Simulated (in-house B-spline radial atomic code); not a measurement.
# The erbium ion Er³²⁺: [Ar] 3d10 4s2 4p6

Computed with an all-electron radial atomic-structure program (B-spline basis): Dirac-Hartree-Fock, average of configuration, Fermi nucleus of rms radius 5.2516 fm.

Screening seen three ways: the hydrogenic charge with the same mean radius, Z_r = [3n² - l(l+1)]/(2<r>), the one with the same energy, Z_e = n√(-2ε), and Slater's rules. Values are occupation-weighted means over j. An effective charge above Z reflects the relativistic contraction of the inner shells.

```
shell  electrons   ε (eV)  <r> (bohr)    Z_r    Z_e  Slater
   1s          2   -59080     0.02037  73.64  65.90   67.70
   2s          2   -11089     0.08576  69.96  57.10   63.85
   2p          6  -9987.1      0.0763  65.53  54.19   63.85
   3s          2  -3466.3      0.2217  60.88  47.88   56.75
   3p          6  -3119.8      0.2201  56.80  45.43   56.75
   3d         10  -2670.9      0.2002  52.44  42.03   46.85
   4s          2  -1528.1      0.4598  52.19  42.39   40.25
   4p          6  -1391.6      0.4727  48.66  40.45   40.25
```

The least bound orbital is 4p3/2 at -1372 eV, and it is also the most diffuse (<r> = 0.4792 bohr).

Spin-orbit splittings of the orbital energies (j = l + 1/2 above j = l - 1/2 when positive): 2p 919.8 eV, 3p 201.7 eV, 3d 43.73 eV, 4p 59.42 eV.

For the 1s electron the small component carries 6.48 % of the norm, the zero-frequency Breit interaction raises the level by 184.7 eV, self-energy by 112 eV, and vacuum polarisation lowers it by 19.37 eV.

The density falls to 0.001 bohr⁻³ at 1.177 bohr; Σ<r²> = 2.9675 bohr² gives, by the non-relativistic formula and without the paramagnetism of open shells, a Langevin diamagnetic susceptibility of -2.35×10⁻⁶ cm³/mol.
